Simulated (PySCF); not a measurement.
Spinor energies of Hf⁺ (hafnium, charge +1)

Start: [Xe] 4f14 6s2 7s1; 7s1/2 filled at m_j = +1/2. Calculated with PySCF 2.14 in x2c-TZVPall-2c with one added diffuse shell each of s, p, d type (12s12p11d2f, 117 functions): generalised Hartree-Fock with the X2C-1e Hamiltonian and a Gaussian nucleus; spin-orbit coupling (SO) screened by Boettger's factors. This is a chosen level, not necessarily the ground level.

```
spinor shell  electrons  ε, screened SO (eV)  weight of nominal j (screened SO)  rms radius, screened SO (bohr)
       1s1/2          2             -65690.6                              1.000                          0.0215
       2s1/2          2             -11383.5                              1.000                          0.0869
       2p1/2          2             -10852.8                              1.000                          0.0740
       2p3/2          4              -9655.4                              1.000                          0.0812
       3s1/2          2              -2666.0                              1.000                           0.222
       3p1/2          2              -2430.8                              1.000                           0.214
       3p3/2          4              -2169.6                              1.000                           0.228
       3d3/2          4              -1776.1                              1.000                           0.202
       3d5/2          6              -1719.6                              1.000                           0.206
       4s1/2          2              -581.10                              1.000                           0.498
       4p1/2          2              -483.35                              1.000                           0.508
       4p3/2          4              -423.04                              1.000                           0.541
       4d3/2          4              -261.92                              1.000                           0.571
       4d5/2          6              -250.57                              1.000                           0.583
       5s1/2          2              -97.212                              1.000                            1.21
       5p1/2          2              -65.789                              1.000                            1.34
       5p3/2          4              -57.276                              1.000                            1.45
       4f5/2          6              -49.027                              1.000                           0.738
       6s1/2          2              -17.643                              1.000                            3.21
       7s1/2          1               -6.049                              1.000                            7.41
```

**Question.** Where does 4f7/2 lie, and what is the 4f spin-orbit splitting (screened SO)?

**Answer.** At -47.317 eV, 1.709 eV above 4f5/2.

```tsv
quantity	screened SO
E (hartree)	-15082.21849
M_J	1/2
⟨J²⟩	0.750
⟨L²⟩	0.111
⟨S²⟩	0.861
```

Breit and QED terms are absent; they matter most for the inner s and p1/2 levels.

Densities and radii are taken from the X2C orbitals without a picture-change correction, which distorts them close to the nucleus.
